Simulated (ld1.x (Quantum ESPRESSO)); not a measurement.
## cadmium, TM semilocal: configuration errors across variants

cadmium, norm-conserving Troullier–Martins (semilocal form), made with ld1.x (Quantum ESPRESSO) 7.5 (PBE, scalar-relativistic). Core [Ar] 3d10 4s2, reference 4p6 4d10 5s2 5p0. Waves: 4p (bound): rc 1.00 bohr; 4d (bound): rc 1.65 bohr; 5s (bound): rc 1.70 bohr. Local part: the s channel. Core correction: a·sin(br)/r model core inside 0.75 bohr.

All-electron excitation energies from the reference (eV): (1) 4p6 4d10 5s1 5p0 9.272; (2) 4p6 4d10 5s0 5p0 26.398; (3) 4p6 4d9 5s0 5p0 64.407; (4) 4p5 4d10 5s2 5p0 74.200; (5) 4p6 4d8 5s0 5p0 118.470; (6) 4p6 4d10 5s1.5 5p0 3.710; (7) 4p6 4d10 5s0 5p1 15.051.

A semilocal file is local in each channel, so a ghost entry of none says nothing of the separable form that plane-wave codes build from it.

Tests that are not counted but printed errors over 1 eV. “all radii but the core radius scaled by about 0.82 (s 1.40, p 0.82, d 1.36 bohr)”: 4p5 4d10 5s2 5p0 (solver errors, printed error -17.5 eV).

1 further variants failed, have other tests or too few solved ones, and are left out.

Errors AE − PS in meV (a dash: test not solved or not reliable):

| change | (1) | (2) | (3) | (4) | (5) | (6) | (7) | bound ghosts |
| --- | --- | --- | --- | --- | --- | --- | --- | --- |
| base | -2.4 | -20 | -7.5 | -3.5 | -18 | -0.7 | +18 | none |
| all radii but the core radius scaled by about 0.82 (s 1.40, p 0.82, d 1.36 bohr) | +23 | -41 | -56 | – | -107 | +5.1 | +4.0 | none |
| all radii but the core radius scaled by about 0.94 (s 1.60, p 0.94, d 1.54 bohr) | -0.6 | -15 | -12 | +109 | -35 | -0.2 | +19 | none |
| all radii but the core radius scaled by about 1.06 (s 1.80, p 1.06, d 1.76 bohr) | -3.8 | -25 | -4.9 | -76 | -2.8 | -1.0 | +19 | none |
| all radii but the core radius scaled by about 1.14 (s 1.94, p 1.14, d 1.90 bohr) | -5.1 | -31 | -12 | -172 | -2.3 | -1.3 | +32 | none |
| all radii but the core radius scaled by about 1.22 (s 2.08, p 1.22, d 2.02 bohr) | -5.7 | -33 | -17 | -234 | 0.0 | -1.4 | +60 | none |
| all radii but the core radius scaled by about 1.39 (s 2.36, p 1.40, d 2.30 bohr) | -5.6 | -37 | -74 | -375 | -50 | -1.3 | +141 | none |

Question: Give the same row for: all radii but the core radius scaled by about 1.32 (s 2.24, p 1.32, d 2.18 bohr).

Answer: -5.6, -35, -45, -317, -26, -1.3, +104; bound ghosts: none.
